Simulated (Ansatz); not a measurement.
Cost and result for the atomization energy of `C[O][SnH2][F]` (9 atoms, 8 bonds).

```tsv
atom	x (Å)	y (Å)	z (Å)
C1	-0.227	-0.924	1.122
O2	-0.901	-0.034	0.262
Sn3	0.048	0.864	-1.179
F4	1.345	1.983	-0.306
H5	-0.972	-1.417	1.751
H6	0.320	-1.705	0.575
H7	0.482	-0.403	1.776
H8	0.976	-0.251	-2.068
H9	-1.070	1.886	-1.933
```

The species carries charge 0 and has multiplicity 1. Correlated methods include outer-core shells of Sn, which these sets cover unevenly. Sn: def2 effective core potential. The geometry is a stationary point of PBE0-D4/def2-TZVP. It is one conformer, not always the lowest. Program: Ansatz. All runs use 4 threads of a server CPU on a shared host. Times are those of one run each, without the atoms' runs, and a repeat can differ threefold. Electronic energies, without spin–orbit coupling; frozen cores. CCSD(T)/CBS adds CCSD(T) − MP2 in def2-TZVPP to the MP2 limit, and its time is that of the two runs behind it. T1 = 0.014. With those shells the extrapolation isn't a true limit. B3LYP takes the VWN-RPA correlation (the form of Gaussian; ORCA's B3LYP/G).

CCSD(T)/CBS is a level of theory with its own doubt, some kJ/mol a heavy atom from the limit and from the frozen cores, so smaller differences don't rank the functionals.

```
                             level  functions  wall time
                BLYP-D4/def2-TZVPP        213      1.1 s
   PBE-D4/def2-TZVPP (with forces)        213      1.4 s
                PBE0-D4/def2-TZVPP        213      1.6 s
           CAM-B3LYP-D4/def2-TZVPP        213      1.8 s
r2SCAN-D4/def2-TZVPP (with forces)        213      2.3 s
 B3LYP-D4/def2-TZVPP (with forces)        213      2.4 s
                 B2PLYP/def2-TZVPP        213      3.1 s
                  CCSD(T)/def2-SVP         93      3.1 s
               PBE-QIDH/def2-TZVPP        213      3.2 s
  ωB97M-V/def2-TZVPP (with forces)        213      5.5 s
                    MP2/def2-QZVPP        403       11 s
                CCSD(T)/def2-TZVPP        213       62 s
                 CCSD(T)/CBS(def2)          –       72 s
```

What atomization energy does each give, and how far from CCSD(T)/CBS? (Estimate.)

Computed: 
```
                             level  atomization (kJ/mol)  difference from CCSD(T)/CBS  per bond
                BLYP-D4/def2-TZVPP                2945.8                        -30.9      -3.9
   PBE-D4/def2-TZVPP (with forces)                2989.9                         13.2       1.6
                PBE0-D4/def2-TZVPP                2916.0                        -60.7      -7.6
           CAM-B3LYP-D4/def2-TZVPP                2964.5                        -12.2      -1.5
r2SCAN-D4/def2-TZVPP (with forces)                2948.5                        -28.2      -3.5
 B3LYP-D4/def2-TZVPP (with forces)                2935.8                        -40.9      -5.1
                 B2PLYP/def2-TZVPP                2910.4                        -66.3      -8.3
                  CCSD(T)/def2-SVP                2755.7                       -221.0     -27.6
               PBE-QIDH/def2-TZVPP                2900.2                        -76.5      -9.6
  ωB97M-V/def2-TZVPP (with forces)                2948.3                        -28.4      -3.6
                    MP2/def2-QZVPP                2972.6                         -4.1      -0.5
                CCSD(T)/def2-TZVPP                2884.0                        -92.7     -11.6
                 CCSD(T)/CBS(def2)                2976.7                          0.0       0.0
```

From PBE to PBE0 (25 % exact exchange), in def2-TZVPP and without D4, the atomization energy moves by −71.5 kJ/mol: exact exchange takes away binding that semilocal exchange gives to molecules. At CCSD(T), def2-SVP lies −221.1 kJ/mol from the extrapolated value and def2-TZVPP −92.7 kJ/mol: correlation converges slowly with the basis, and small sets miss more of it in the bonded molecule than in its fragments. In def2-TZVPP, CCSD(T) changes the Hartree–Fock value by +821.0 kJ/mol (the triples alone add +47.5 kJ/mol) and MP2 by +852.8 kJ/mol; breaking electron pairs costs correlation energy, which Hartree–Fock lacks.

Spin–orbit coupling would lower the free Sn atoms strongly, and the atomization energy with them, by more than many differences here. For some Ge, Se and Sn compounds the MP2-based and the directly extrapolated limit differ by 10 to 25 kJ/mol.
